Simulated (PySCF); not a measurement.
Stepwise substitution at one centre (Ge F-H). Isolated molecules, 0 K electronic values unless said otherwise. Strings in code marks are SMILES.

These are PBE-D3(BJ)/def2-TZVP // r2SCAN-D4/def2-TZVP run with PySCF values and carry that method's errors. Excitations are Tamm–Dancoff values on a coarser integration grid. The basis has no diffuse functions, so Rydberg states are missing or too high.

```csv
species,T1 excitation (TDA) (eV),HOMO (eV)
0 of 4 F replaced by H (`[F][Ge]([F])([F])[F]`),–,-10.48
1 of 4 F replaced by H,7.49,-9.59
2 of 4 F replaced by H (`[F][GeH2][F]`),7.23,-8.45
3 of 4 F replaced by H,6.85,-8.15
4 of 4 F replaced by H,–,-8.35
```
